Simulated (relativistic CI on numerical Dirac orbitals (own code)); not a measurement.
Ligand-field terms of d7

Computed with a parametric ligand-field model of a d^n configuration (Racah B and C, spin-orbit zeta, crystal field), exact diagonalisation.

Field parameters in Wybourne normalisation: Oh B⁴₀ = 21Dq, B⁴₄ = √(5/14) B⁴₀. The field is a parameter set, without covalency.

B = 900 cm⁻¹, C = 3930 cm⁻¹ (C/B = 4.37), Oh, no spin-orbit coupling. Tanabe-Sugano data, E/B above the lowest term (Δ = |10Dq|; b, c mark the second and third term of a kind):

```csv
Δ/B,4T1,4T2,4A2,4T1(b),2E,2T1,2T2,2T1(b)
1.0,0.00,0.81,1.81,15.62,17.42,17.68,17.48,22.30
5.0,0.00,4.22,9.22,18.44,15.04,18.44,18.44,23.03
9.0,0.00,7.82,16.82,21.63,11.38,18.41,18.78,23.54
13.0,0.00,11.53,24.53,25.06,7.55,18.28,18.87,23.89
17.0,0.00,15.32,32.32,28.64,3.66,18.15,18.88,24.13
21.0,0.26,19.42,40.42,32.57,0.00,18.30,19.12,24.56
25.0,4.20,27.23,52.23,40.25,0.00,22.14,23.04,28.62
29.0,8.15,35.07,64.07,48.00,0.00,26.01,26.96,32.66
33.0,12.10,42.94,75.94,55.78,0.00,29.90,30.89,36.69
37.0,16.06,50.83,87.83,63.60,0.00,33.81,34.83,40.71
41.0,20.03,58.74,99.74,71.45,0.00,37.73,38.77,44.73
45.0,24.00,66.66,111.66,79.32,0.00,41.66,42.72,48.73
```

The ground term changes from 4T1 to 2E between Δ/B = 17.0 and 21.0.
